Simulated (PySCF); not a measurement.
CH4BeO. Atoms are numbered in the order given.

```xyz
7

Be    -0.0884    -0.0432     0.0927
C      0.9710     0.5394    -1.0824
H      1.9230     0.0002    -1.0623
H      1.2014     1.5989    -0.9383
H      0.5640     0.4317    -2.0919
O     -0.9227    -0.5918     1.0965
H     -1.7791    -0.3600     1.4439
```

Geometry: B3LYP-D3(BJ)/def2-TZVP. One conformer was computed; it need not be the lowest.

Calculation: PBE0/def2-TZVPD in PySCF.

Isolated molecule, no solvent.

**Question.** Estimate the frontier levels, gap, dipole moment and polarisability. (The exact figures need the calculation; the answer reports its results.)

**Answer.** 
| Quantity | Value |
|---|---|
| highest occupied level | -8.49 eV |
| lowest empty level | -0.25 eV |
| orbital gap | 8.24 eV |
| dipole moment | 1.17 D |
| quadrupole, principal values (traceless, Buckingham form, about the centre of nuclear charge) | -4.67, -0.17, 4.84 D·Å |
| mean static polarisability | 33.3 bohr³ (4.93 Å³) |
| polarisability, principal values | 30.0, 30.1, 39.7 bohr³ |
